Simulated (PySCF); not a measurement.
Vertical excitations of a molecule C4H7FO from TDDFT-B3LYP/def2-SVPD (PySCF 2.14.0), as energy in eV (oscillator strength): 7.19 (0.004), 7.68 (0.039), 7.91 (0.004), 8.01 (0.005), 8.10 (0.003), 8.42 (0.016), 8.55 (0.017), 8.61 (0.012), 8.69 (0.003), 8.80 (0.033). Lowest triplet (TDA): 7.09 eV. Geometry: B3LYP-D3(BJ)/def2-SVP. One conformer was computed; it need not be the lowest.

### Question
Which molecule gave these data?
(A) OC[C@H]1C[C@@H]1F
(B) C[C@@H]1OC[C@@H]1F
(C) C=C(F)COC
(D) COC1(F)CC1

### Answer
D, COC1(F)CC1
